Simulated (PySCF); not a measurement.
# Spinor energies of Nd+ (neodymium, charge +1)

Start: [Xe] 4f4 6s1; 4f5/2 filled at m_j = -1/2, +1/2, +3/2, +5/2; 6s1/2 filled at m_j = -1/2. Calculated with PySCF 2.14 in x2c-TZVPPall-2c: generalised Hartree-Fock with the X2C-1e Hamiltonian and a Gaussian nucleus; one run each with spin-orbit coupling (SO) switched off, then screened by Boettger's factors.

```tsv
spinor shell	electrons	ε, spin-free (eV)	ε, screened SO (eV)	weight of nominal j (screened SO)	rms radius, screened SO (bohr)
1s1/2	2	-43788.5	-43781.8	1.000	0.0269
2s1/2	2	-7200.2	-7198.2	1.000	0.109
2p1/2	2	-6430.7	-6795.4	1.000	0.0938
2p3/2	4	-6430.7	-6271.3	1.000	0.0998
3s1/2	2	-1613.5	-1612.8	1.000	0.283
3p1/2	2	-1365.5	-1440.1	1.000	0.275
3p3/2	4	-1365.5	-1332.4	1.000	0.288
3d3/2	4	-1021.1	-1034.9	0.997	0.260
3d5/2	6	-1021.1	-1011.1	0.998	0.263
4s1/2	2	-345.68	-345.45	1.000	0.645
4p1/2	2	-261.77	-279.19	0.981	0.668
4p3/2	4	-261.77	-253.87	0.991	0.694
4d3/2	4	-139.27	-145.57	0.771	0.762
4d5/2	6	-139.27	-134.84	0.847	0.767
5s1/2	2	-55.970	-55.929	1.000	1.59
5p1/2	2	-33.302	-36.152	0.919	1.79
5p3/2	4	-33.302	-32.010	0.959	1.89
4f5/2	4	-17.675	-17.684	0.699	1.15
6s1/2	1	-10.071	-10.072	1.000	4.47
```

```tsv
quantity	spin-free	screened SO
E (hartree)	-9617.30039	-9622.11822
M_J	7/2	7/2
⟨J²⟩	20.761	20.191
⟨L²⟩	42.008	41.898
⟨S²⟩	8.752	8.732
```

The determinant has a definite M_J but mixes levels of different J.

Each row is a mean over spinors that exchange with the open shell spreads, by up to 10.018 eV (4d3/2).

Rows whose weight is well below 1 are mixtures of j = l ± 1/2: exchange outweighs spin-orbit coupling there, and the label is only the starting occupation.

Breit and QED terms are absent; they matter most for the inner s and p1/2 levels.

Densities and radii are taken from the X2C orbitals without a picture-change correction, which distorts them close to the nucleus.

Without spin-orbit coupling the j labels of p, d and f shells carry no meaning; the spin-free column gives the mean over the occupied spinors of each nl shell, and its ⟨J²⟩ belongs to a mixture of degenerate components.
